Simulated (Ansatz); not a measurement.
Stepwise reaction of `[OH][W]([Cl])([Cl])([Cl])([Cl])[Cl]` with water, as a gas-phase model of exchange steps in deposition or etching. ΔE in kJ/mol; ΔG adds harmonic PBE0-D4 terms to CCSD(T)/CBS, at 1 bar.

Program: Ansatz. Geometries: PBE0-D4/def2-TZVP. ΔE: electronic, gas phase. CCSD(T)/CBS is the MP2 limit (def2-TZVPP, def2-QZVPP) plus CCSD(T) − MP2 in def2-TZVPP, frozen cores. This one scheme is used for every species. Functionals use def2-TZVPP. B3LYP here is the variant with VWN-RPA as its local correlation; programs differ in this. def2 core potentials past Kr. For W outer-core shells are correlated without core-valence functions, which leaves a few kJ/mol of doubt a bond. One conformer a species, not always the lowest.

```tsv
step	reaction	PBE-D4	B3LYP-D4	ωB97M-V	CCSD(T)/CBS	ΔG(400 K)
1	`[OH][W]([Cl])([Cl])([Cl])([Cl])[Cl]` + H₂O → `[OH][W]([OH])([Cl])([Cl])([Cl])[Cl]` + HCl	-12.6	-19.0	-26.3	-17.6	-18.1
3	`[OH][W]([OH])([OH])([Cl])([Cl])[Cl]` + H₂O → `[OH][W]([OH])([OH])([OH])([Cl])[Cl]` + HCl	4.7	1.1	-6.1	1.0	-1.7
```

(1) Give the row of step 2, `[OH][W]([OH])([Cl])([Cl])([Cl])[Cl]` + H₂O → `[OH][W]([OH])([OH])([Cl])([Cl])[Cl]` + HCl. (Best estimate.)

(2) By hand: ΔE of the 3 steps together at CCSD(T)/CBS.

Answers

(1) Computed: 
```tsv
step	reaction	PBE-D4	B3LYP-D4	ωB97M-V	CCSD(T)/CBS	ΔG(400 K)
2	`[OH][W]([OH])([Cl])([Cl])([Cl])[Cl]` + H₂O → `[OH][W]([OH])([OH])([Cl])([Cl])[Cl]` + HCl	2.5	-2.2	-10.4	-1.3	-8.4
```

(2) (-17.6) + (-1.3) + (1.0) = -17.9 kJ/mol, or -6.0 kJ/mol a step.

In ΔE each step is higher than the one before. ΔG lies between -18.1 and -1.7 kJ/mol a step. PBE-D4 differs from CCSD(T)/CBS by 3.7 to 5.0 kJ/mol a step. Isolated molecules leave out the surface, adducts and barriers. Largest T1 diagnostic: 0.023.
